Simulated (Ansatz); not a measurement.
```xyz
11

C    -1.155    2.205    0.548
C    -0.757    1.146    0.137
C    -0.217   -0.099   -0.277
C    -0.739   -0.802   -1.289
Si    1.281   -0.722    0.669
H    -1.523    3.142    0.896
H    -0.310   -1.752   -1.590
H    -1.604   -0.450   -1.842
H     0.939   -0.898    2.104
H     2.394    0.254    0.562
H     1.690   -2.025    0.083
```

Charge 0, multiplicity 1.

Task: List the PBE0/def2-TZVPP orbital energies in eV (the Gaussian-basis code of Ansatz). (Best estimate.)

Result: The calculation gave: Occupied: -1802.60, -279.04, -278.81, -278.56, -278.29, -144.95, -99.61, -99.60, -99.60, -22.83, -20.79, -17.60, -15.56, -14.56, -13.34, -12.35, -10.46, -10.06, -9.66, -9.33, -7.88, -7.31. Lowest empty: -1.27, 0.43, 0.98, 1.27, 1.67, 1.92, 2.25, 2.78.
